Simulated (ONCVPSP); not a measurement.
## Ce (Z = 58), ONCV: configuration errors across variants

* Element: cerium (Ce)
* Generator: ONCVPSP 4.0.1
* Type: optimised norm-conserving Vanderbilt (ONCV)
* Functional: PBE
* Relativity: scalar-relativistic
* Frozen core: [Kr] 4d10 4f1
* Valence charge: 11
* Reference configuration: 5s2 5p6 5d1 6s1 6p1
* Partial waves: 5s+6s: rc 2.90 bohr, ncon 4, nbas 8, qcut 4.9 1/bohr, 2 projectors; 5p+6p: rc 2.70 bohr, ncon 4, nbas 8, qcut 6.2 1/bohr, 2 projectors; 5d: rc 3.20 bohr, ncon 5, nbas 10, qcut 5.4 1/bohr, 3 projectors, debl 2 Ha
* Local potential: polynomial inside 2.65 bohr (lpopt 5, dvloc0 -1 Ha)
* Core correction: Teter function, fcfact 2.25, rcfact 1.05

All-electron excitation energies from the reference (eV): (1) 5s2 5p6 5d1 6s2 6p0 -2.450; (2) 5s2 5p6 5d1 6s1 6p0 3.620; (3) 5s2 5p6 5d1 6s0 6p0 14.701; (4) 5s2 5p6 5d0 6s0 6p0 33.880.

2 further variants failed, have other tests or too few solved ones, and are left out.

Errors AE − PS in meV (a dash: test not solved or not reliable):

| change | (1) | (2) | (3) | (4) | bound ghosts | GHOST(+) flags above zero |
| --- | --- | --- | --- | --- | --- | --- |
| base | -0.1 | -0.4 | -2.5 | -20 | none | none |
| all radii but the core radius scaled by about 1.30 (s 3.76, p 3.50, d 4.14 bohr); local potential polynomial inside 3.42 bohr (lpopt 5, dvloc0 -1 Ha) | -0.1 | -0.2 | -3.3 | +10 | none | none |
| d: nproj 2 | -0.1 | -0.4 | -2.5 | -20 | none | none |
| s: rc 2.24; local potential polynomial inside 2.24 bohr (lpopt 5, dvloc0 -1 Ha) | +0.3 | -0.4 | -1.4 | -22 | none | s |
| core correction Teter function, fcfact 3.1, rcfact 1.05 | -0.1 | -0.4 | -2.6 | -20 | none | none |
| core correction Teter function, fcfact 1.75, rcfact 1.15 | -0.1 | -0.4 | -2.5 | -20 | none | none |
| d: qcut 8.1 | -0.1 | -0.4 | -2.3 | -23 | none | none |
| local potential polynomial inside 2.65 bohr (lpopt 5, dvloc0 8.5 Ha) | -0.1 | -0.4 | -2.6 | -20 | none | none |
| core correction Teter function, fcfact 2.25, rcfact 1.54 | -0.5 | -0.5 | -3.9 | -31 | none | none |
| local potential polynomial inside 1.75 bohr (lpopt 5, dvloc0 -1 Ha) | 0.0 | -0.4 | -2.5 | -20 | none | s |

Task: Give the same row for: s: qcut 4.1; p: qcut 5.2; d: qcut 4.5.

Result: -0.2, -0.4, -3.0, -16; bound ghosts: none; GHOST(+) flags above zero: none.
